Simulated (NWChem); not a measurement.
System: SnN₂H₄ClF; SMILES [NH2][Sn]([F])([Cl])[NH2]

NWChem input:

```
start job
memory heap 200 mb stack 900 mb global 1100 mb
geometry units angstroms
  N     -1.612311    -1.153628    -0.830140
  Sn    -0.011662    -0.345443     0.077508
  N      1.705708    -0.825335    -0.845424
  F     -0.127262    -1.030348     1.886228
  Cl    -0.005880     1.987007     0.303321
  H     -1.828315    -0.710631    -1.721747
  H     -2.444343    -1.111866    -0.243251
  H      1.951857    -1.808008    -0.736688
  H      2.488184    -0.257583    -0.524806
end
basis spherical
  * library sto-3g
end
dft
  xc hfexch
  iterations 150
end
driver
  maxiter 120
end
task dft optimize
```

Output (shortened):

```
             Northwest Computational Chemistry Package (NWChem) 7.3.0
             --------------------------------------------------------

 C1  symmetry detected

                             Geometry "geometry" -> ""
                             -------------------------

 Output coordinates in angstroms (scale by  1.889725989 to convert to a.u.)

  No.       Tag          Charge          X              Y              Z
 ---- ---------------- ---------- -------------- -------------- --------------
    1 N                    7.0000    -0.87870817    -1.23630681    -1.49938397
    2 Sn                  50.0000     0.02411900    -0.23569628    -0.00849606
    3 N                    7.0000     1.98138959    -0.66569058     0.11662900
    4 F                    9.0000    -0.97934230    -0.76693790     1.56146382
    5 Cl                  17.0000    -0.13145205     2.10155421    -0.07487188
    6 H                    1.0000    -0.62134064    -0.88997429    -2.42225062
    7 H                    1.0000    -1.89408262    -1.20527992    -1.41868664
    8 H                    1.0000     2.15771172    -1.61419124     0.44422031
    9 H                    1.0000     2.48175704    -0.01573923     0.72045231

 Effective nuclear repulsion energy (a.u.)     661.8908212544

                                Z-matrix (autoz)
                                --------

 Units are Angstrom for bonds and degrees for angles

[...]

      ----------------------
      Optimization converged
      ----------------------

  Step       Energy      Delta E   Gmax     Grms     Xrms     Xmax
  ---- ---------------- -------- -------- -------- -------- --------
@   32   -6625.84755048 -1.5D-08  0.00001  0.00000  0.00043  0.00142
                                     ok       ok       ok       ok

                                Z-matrix (autoz)
                                --------

 Units are Angstrom for bonds and degrees for angles

      Type          Name      I     J     K     L     M      Value     Gradient
      ----------- --------  ----- ----- ----- ----- ----- ---------- ----------
    1 Stretch                  1     2                       1.90709    0.00001
    2 Stretch                  1     6                       1.01334    0.00000
    3 Stretch                  1     7                       1.01339    0.00000
    4 Stretch                  2     3                       1.90702   -0.00001
    5 Stretch                  2     4                       1.87170   -0.00000
    6 Stretch                  2     5                       2.32373    0.00000
    7 Stretch                  3     8                       1.01333   -0.00000
    8 Stretch                  3     9                       1.01338   -0.00000
    9 Bend                     1     2     3               111.67984    0.00000
   10 Bend                     1     2     4               110.51639   -0.00000
   11 Bend                     1     2     5               110.24544   -0.00000
   12 Bend                     2     1     6               124.63607   -0.00000
   13 Bend                     2     1     7               123.99677   -0.00000
   14 Bend                     2     3     8               124.63615    0.00000
   15 Bend                     2     3     9               124.00908    0.00000
   16 Bend                     3     2     4               110.53863    0.00000
   17 Bend                     3     2     5               110.22632   -0.00000
   18 Bend                     4     2     5               103.33073    0.00000
   19 Bend                     6     1     7               108.67345    0.00000
   20 Bend                     8     3     9               108.67244   -0.00000
   21 Torsion                  1     2     3     8          35.48180   -0.00000
   22 Torsion                  1     2     3     9        -165.20739   -0.00000
   23 Torsion                  3     2     1     6         -35.76990    0.00000
   24 Torsion                  3     2     1     7         164.96163    0.00000
   25 Torsion                  4     2     1     6        -159.26587   -0.00000
   26 Torsion                  4     2     1     7          41.46566    0.00000
   27 Torsion                  4     2     3     8         158.96518   -0.00000
   28 Torsion                  4     2     3     9         -41.72401   -0.00000
   29 Torsion                  5     2     1     6          87.12983   -0.00000
   30 Torsion                  5     2     1     7         -72.13864   -0.00000
   31 Torsion                  5     2     3     8         -87.42882    0.00000
   32 Torsion                  5     2     3     9          71.88199    0.00000

                         Geometry "geometry" -> "geometry"
                         ---------------------------------

 Output coordinates in angstroms (scale by  1.889725989 to convert to a.u.)

[...]
```

Level: Hartree-Fock/STO-3G, non-relativistic.
